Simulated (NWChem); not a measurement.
System: SeO, triplet; SMILES O=[Se]

Computed with NWChem. Spin-unrestricted. All runs use the structure optimised with PBE0/def2-SVP, spin-unrestricted. No stability test was run on the SCF state. Level PBE/def2-TZVP: single points from the atomic guess with DIIS by default; each run changes one setting, and all converged runs end within 0.3 mHa of each other. NWChem's automatic level shift, which a small gap switches on, acted in some of these runs.

Problem. Which setting needs the most SCF iterations, or fails (no DIIS, 40 % damping; no level shifting; defaults; occupation smearing of 0.005 Ha; level shift of 0.5 Ha throughout)?

Solution. no DIIS, 40 % damping, with 25 against 10 for the defaults.
```json
[
 {"setting": "defaults", "SCF iterations": "10"},
 {"setting": "occupation smearing of 0.005 Ha", "SCF iterations": "10"},
 {"setting": "no DIIS, 40 % damping", "SCF iterations": "25"},
 {"setting": "level shift of 0.5 Ha throughout", "SCF iterations": "17"},
 {"setting": "no level shifting", "SCF iterations": "10"}
]
```
